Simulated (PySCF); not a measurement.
**Computed spin Hamiltonian**

C₆H₁₂N (doublet state).
Structure used (GFN2-xTB), in Å, numbered top down from 1:
```xyz
19
C6H12N angstrom
C      2.5162   -0.3833   -0.0866
C      1.1804   -0.2203   -0.8013
N      0.1202   -0.0307    0.1572
C      0.0238    1.2521    0.8596
C     -1.4198    1.3187    0.5018
C     -1.2632    0.0907   -0.3332
C     -2.1541   -1.1035   -0.0061
H      2.7844    0.5322    0.4352
H      3.3002   -0.6192   -0.8017
H      2.4464   -1.1874    0.6411
H      0.9484   -1.1302   -1.3626
H      1.2431    0.6161   -1.5220
H      0.6492    2.0409    0.4180
H      0.2670    1.1853    1.9270
H     -2.2388    1.5445    1.1597
H     -1.3043    0.2826   -1.4176
H     -3.1874   -0.8708   -0.2514
H     -2.0816   -1.3348    1.0528
H     -1.8399   -1.9737   -0.5773
```

The hyperfine couplings belong to this conformer and change with its torsions.

The species is `CCN1C[CH][C@@H]1C` [radical].

Method used: PySCF, UKS B3LYP, pcH-1 on C H N, non-relativistic, mean-field spin-orbit, GIAO. One conformer (not necessarily the lowest) at the GFN2-xTB geometry, without solvent, vibrations or thermal averaging. Couplings are sensitive to structure, and on GFN2-xTB geometries they can be far from those on DFT ones. Stability of the SCF solution: not tested.

| Property | Result |
| --- | --- |
| g1, g2, g3 | 2.00215, 2.00281, 2.00290 |
| g_iso | 2.00262 |
| Form of g | close to axial: the two nearest values differ by 13 % of g3 − g1 |
| ⟨S²⟩ | 0.7539 (exact 0.7500) |
| α and β electrons | 28, 27 |
| HOMO–LUMO gap, α and β orbitals | 6.65, 4.31 eV |

Isotropic coupling and dipolar principal values T1 to T3, in 10⁻⁴ cm⁻¹; ρ(0) is the spin density at the nucleus (1 × 10⁻⁴ cm⁻¹ = 2.998 MHz):

```json
{"atom": "C1", "isotope": "13C", "a_iso": "0.1", "T1": "-0.1", "T2": "-0.1", "T3": "0.2", "Mulliken spin population": "0.00", "ρ(0) (bohr⁻³)": "0.0003"}
{"atom": "C2", "isotope": "13C", "a_iso": "-0.6", "T1": "-0.3", "T2": "-0.2", "T3": "0.5", "Mulliken spin population": "0.01", "ρ(0) (bohr⁻³)": "-0.0016"}
{"atom": "N3", "isotope": "14N", "a_iso": "1.4", "T1": "-0.4", "T2": "-0.4", "T3": "0.7", "Mulliken spin population": "0.01", "ρ(0) (bohr⁻³)": "0.0128"}
{"atom": "C4", "isotope": "13C", "a_iso": "-9.6", "T1": "-1.1", "T2": "-0.2", "T3": "1.3", "Mulliken spin population": "-0.08", "ρ(0) (bohr⁻³)": "-0.0256"}
{"atom": "C5", "isotope": "13C", "a_iso": "58.0", "T1": "-25.9", "T2": "-25.4", "T3": "51.3", "Mulliken spin population": "0.99", "ρ(0) (bohr⁻³)": "0.1548"}
{"atom": "C6", "isotope": "13C", "a_iso": "-9.2", "T1": "-1.1", "T2": "-0.3", "T3": "1.3", "Mulliken spin population": "-0.06", "ρ(0) (bohr⁻³)": "-0.0244"}
{"atom": "C7", "isotope": "13C", "a_iso": "15.0", "T1": "-1.1", "T2": "-1.1", "T3": "2.3", "Mulliken spin population": "0.02", "ρ(0) (bohr⁻³)": "0.0399"}
{"atom": "H8", "isotope": "1H", "a_iso": "0.1", "T1": "-0.3", "T2": "-0.3", "T3": "0.6", "Mulliken spin population": "0.00", "ρ(0) (bohr⁻³)": "0.0001"}
{"atom": "H9", "isotope": "1H", "a_iso": "0.4", "T1": "-0.2", "T2": "-0.2", "T3": "0.4", "Mulliken spin population": "0.00", "ρ(0) (bohr⁻³)": "0.0003"}
{"atom": "H10", "isotope": "1H", "a_iso": "0.0", "T1": "-0.3", "T2": "-0.2", "T3": "0.5", "Mulliken spin population": "0.00", "ρ(0) (bohr⁻³)": "0.0000"}
{"atom": "H11", "isotope": "1H", "a_iso": "0.2", "T1": "-0.5", "T2": "-0.3", "T3": "0.8", "Mulliken spin population": "0.00", "ρ(0) (bohr⁻³)": "0.0001"}
{"atom": "H12", "isotope": "1H", "a_iso": "-0.3", "T1": "-0.6", "T2": "-0.5", "T3": "1.1", "Mulliken spin population": "0.00", "ρ(0) (bohr⁻³)": "-0.0002"}
{"atom": "H13", "isotope": "1H", "a_iso": "38.8", "T1": "-1.7", "T2": "-1.6", "T3": "3.3", "Mulliken spin population": "0.05", "ρ(0) (bohr⁻³)": "0.0260"}
{"atom": "H14", "isotope": "1H", "a_iso": "27.8", "T1": "-1.4", "T2": "-1.0", "T3": "2.4", "Mulliken spin population": "0.04", "ρ(0) (bohr⁻³)": "0.0186"}
{"atom": "H15", "isotope": "1H", "a_iso": "-12.2", "T1": "-12.0", "T2": "-0.7", "T3": "12.7", "Mulliken spin population": "-0.03", "ρ(0) (bohr⁻³)": "-0.0082"}
{"atom": "H16", "isotope": "1H", "a_iso": "34.8", "T1": "-1.8", "T2": "-1.5", "T3": "3.3", "Mulliken spin population": "0.05", "ρ(0) (bohr⁻³)": "0.0233"}
{"atom": "H17", "isotope": "1H", "a_iso": "-1.0", "T1": "-1.1", "T2": "-0.7", "T3": "1.8", "Mulliken spin population": "0.00", "ρ(0) (bohr⁻³)": "-0.0007"}
{"atom": "H18", "isotope": "1H", "a_iso": "-0.9", "T1": "-1.4", "T2": "-0.6", "T3": "2.1", "Mulliken spin population": "0.00", "ρ(0) (bohr⁻³)": "-0.0006"}
{"atom": "H19", "isotope": "1H", "a_iso": "1.7", "T1": "-0.8", "T2": "-0.5", "T3": "1.4", "Mulliken spin population": "0.00", "ρ(0) (bohr⁻³)": "0.0011"}
```

The Mulliken spin populations are largest on C5 (+0.99), C4 (-0.08) and C6 (-0.06). No atom but C5 exceeds +0.15. The positive populations add up to 1.18 and the negative ones to -0.18, together 2S = 1. The angles at C5 add up to 343.3°, so it is pyramidal.

Under fast tumbling the dipolar parts average out, and these isotropic splittings remain: 1 × 1H (H13, I = 1/2, 2 lines) with 4.15 mT, 1 × 1H (H16, I = 1/2, 2 lines) with 3.72 mT, 1 × 1H (H14, I = 1/2, 2 lines) with 2.97 mT, 1 × 1H (H15, I = 1/2, 2 lines) with 1.30 mT, 1 × 14N (N3, I = 1, 3 lines) with 0.15 mT and 1 × 1H (H12, I = 1/2, 2 lines) with 0.03 mT.

The 13C coupling of C5 (174.0 MHz) shows only in satellite lines or after enrichment, since that isotope makes up about 1.07 % of natural carbon.

β density exceeds α density at some nuclei, such as C4 (-0.0256), C6 (-0.0244) and H15 (-0.0082), spin density in bohr⁻³. In a single determinant that takes different orbitals for the two spins, that is spin polarisation.
